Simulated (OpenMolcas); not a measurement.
## OpenMolcas input wanted

The species is TiNH2Cl3 (7 atoms), meant as a triplet with charge 0. As SMILES of the parent species, `[NH2][Ti]([Cl])([Cl])[Cl]`. The shape is that of a PBE0-D4/def2-TZVP optimisation. That shape belongs to the parent species and isn't relaxed for this state.

```xyz
7

N    -0.6764    0.4796    0.8131
Ti    0.4160   -0.2733   -0.4591
Cl    1.9225   -1.4421    0.5997
Cl   -0.7714   -1.5947   -1.7428
Cl    1.2323    1.3587   -1.6545
H    -1.2002    1.3347    0.6792
H    -0.8617    0.0689    1.7189
```

Settings wanted:

- method: DFT
- reference: UKS
- basis set: 6-31G*
- task: energy
- functional: B3LYP
- nucleus: point
- integration grid: UltraFine
- SCF convergence threshold: 1e-10
- d and f functions: Cartesian

Write the OpenMolcas 26.06 input and the command.

This one ran through:

mol.xyz:
```
7

N     -0.676400     0.479600     0.813100
Ti     0.416000    -0.273300    -0.459100
Cl     1.922500    -1.442100     0.599700
Cl    -0.771400    -1.594700    -1.742800
Cl     1.232300     1.358700    -1.654500
H     -1.200200     1.334700     0.679200
H     -0.861700     0.068900     1.718900
```

job.inp:
```
* Cl3H2NTi Kohn-Sham DFT

&gateway
  baslib
  $CurrDir
  coord
  mol.xyz
  basis
  6-31Gs
  group
  NoSym

&seward
  gridinput
  Grid=UltraFine
  End of Grid

&scf
  uhf
  spin
  3
  ksdft
  B3LYP
  thresholds
  1e-10 1e-07 1e-07 1e-05
  prorbitals
  1 1
```

```bash
$ export MOLCAS_MEM=1860
$ pymolcas job.inp > job.log
```

(Basis files named in the input come from the Basis Set Exchange and aren't shown.)

Calculated total energy: -2286.09414 Eh.
